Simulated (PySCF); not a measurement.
**TDDFT excited states: C5H13AlN2Si2**

C₅H₁₃AlN₂Si₂.
SMILES: `[SiH3][N]([SiH3])[AlH2-][N+]1=CC=CC=C1`

Method used: TDDFT CAM-B3LYP/def2-SVPD, vertical, gas phase, core orbitals frozen in the response (PySCF 2.14.0, density-fitted response routines). The structure is a single PBE0-D3(BJ)/def2-SVP conformer in the gas phase; no vibrational or solvent corrections. Torsions of this conformer, `[SiH3:1][N:2]([SiH3:3])[AlH2-:4][n+:5]1[cH:6][cH:7][cH:8][cH:9][cH:10]1`: Si1–N2–Al4–N5 2°, N2–Al4–N5–C6 87°.

Q: List the vertical singlet excitations with oscillator strengths and describe the spectrum.

A: 

| state | λ (nm) | E (eV) | f | main configurations (H = HOMO, L = LUMO) |
| --- | --- | --- | --- | --- |
| S1 | 285.5 | 4.34 | 0.0000 | H→L (97%) |
| S2 | 243.8 | 5.09 | 0.015 | H→L+1 (97%) |
| S3 | 225.1 | 5.51 | 0.044 | H-3→L (78%), H-7→L+1 (12%) |
| S4 | 222.2 | 5.58 | 0.0040 | H-1→L (94%) |
| S5 | 213.3 | 5.81 | 0.016 | H-2→L (53%), H-4→L (16%), H-5→L (16%) |
| S6 | 206.0 | 6.02 | 0.0018 | H→L+3 (59%), H→L+4 (32%) |
| S7 | 199.7 | 6.21 | 0.023 | H-2→L (38%), H-5→L (32%), H-10→L (9%) |
| S8 | 196.5 | 6.31 | 0.022 | H→L+2 (27%), H→L+6 (18%), H-1→L+1 (15%) |
| S9 | 196.2 | 6.32 | 0.0055 | H-1→L+1 (78%) |
| S10 | 192.7 | 6.43 | 0.0065 | H-3→L+1 (48%), H-7→L (34%), H-5→L (10%) |

Triplets, Tamm–Dancoff:

```json
{"state": "T1", "E (eV)": "4.26", "λ (nm)": "291.3", "main configurations (H = HOMO, L = LUMO)": "H→L (56%), H-3→L (37%)"}
{"state": "T2", "E (eV)": "4.30", "λ (nm)": "288.6", "main configurations (H = HOMO, L = LUMO)": "H-3→L+1 (56%), H-7→L (24%)"}
{"state": "T3", "E (eV)": "4.42", "λ (nm)": "280.4", "main configurations (H = HOMO, L = LUMO)": "H-3→L (56%), H→L (40%)"}
{"state": "T4", "E (eV)": "4.91", "λ (nm)": "252.3", "main configurations (H = HOMO, L = LUMO)": "H-7→L (40%), H-3→L+1 (27%), H→L+1 (12%)"}
```

The lowest singlet comes at 286 nm (419 kJ/mol) in the ultraviolet; it is dark (f under 0.0005); its leading configuration is HOMO→LUMO (97%). The most intense listed level is S3 at 5.51 eV (225 nm, f = 0.044), 1.17 eV above S1. S8/S9 lie within about 0.01 eV of each other. Löwdin shares by element: HOMO nitrogen 44% or more, hydrogen 17% or more, aluminium 11% (atoms not listed hold the other 28%); LUMO carbon 49% or more, nitrogen 21% or more (atoms not listed hold the other 30%). Of the 10 states listed, 5 reach f = 0.01 and 1 stays under 0.0005. Weighted by f, the mean energy of these states is 5.83 eV. The oscillator strengths of these states sum to 0.138; summed over the whole spectrum of an exact calculation they would give the number of electrons, 98 (Thomas–Reiche–Kuhn). All these states lie below the vertical ionisation energy of 8.30 eV (ΔSCF). Singlets were solved by full linear response, triplets in the Tamm–Dancoff approximation.
